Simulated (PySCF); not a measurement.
Static response to an electric field

Species: CH7FPSi (charge +1).
Geometry (GFN2-xTB, Å), atoms numbered from 1 in this order:
```
atom  x, y, z in Å
F1    -0.566   -1.280    0.895
C2    -1.425   -0.202    0.699
Si3   -0.424    1.060   -0.371
P4     1.438   -0.357   -0.421
H5    -1.701    0.160    1.693
H6    -2.320   -0.601    0.215
H7     0.039    2.251    0.336
H8    -0.841    1.166   -1.767
H9     1.260   -1.598   -0.980
H10    2.001   -0.683    0.788
H11    2.545    0.086   -1.114
```

Level: CAM-B3LYP/def2-SVPD (PySCF), static field, nuclei fixed, core orbitals frozen in the response. The polarisability tensor in these axes (au):

```
x   65.03 -4.44 -3.67
y   -4.44 58.37 -2.04
z   -3.67 -2.04 53.39
```

Diagonalise the tensor; give its mean and Δα, where Δα² is half the sum of the squared differences of the eigenvalues.

Principal values 50.80, 58.31 and 67.68 au; mean 58.93 au = 8.73 Å³ = 9.72 × 10⁻⁴⁰ C²·m²/J; Δα = 14.64 au (25 % of the mean).

Along which axes do the principal values lie, and how far do the nuclei extend along each?

Largest value along (0.90, -0.39, -0.18), where the nuclei span 4.36 Å; middle along (0.25, 0.81, -0.52), 3.32 Å; least along (0.35, 0.43, 0.83), 2.52 Å. The response follows the extents in order.

What are the principal values of the traceless quadrupole moment, Θ = ½Σq(3rr − r²1), about the centre of nuclear charge?

-6.91, -6.67, 13.58 D·Å. The values depend on the origin, since the species is charged. The electronic extent ⟨r²⟩ about the same centre is 551 bohr², a root-mean-square distance of 1.76 Å for the 50 electrons.

Rayleigh depolarisation ratio (linearly polarised light, static tensor)?

ρ = 3Δα²/(45ᾱ² + 4Δα²) = 643.2/(156276 + 857.6) = 0.00409.

Geometry: GFN2-xTB, one conformer, isolated ion.

The run behind these numbers computed excited states as well. On an Arm Neoverse N1 with one thread, no GPU (shared host), this took 22 s of wall time and 0.63 GiB of memory at its peak.
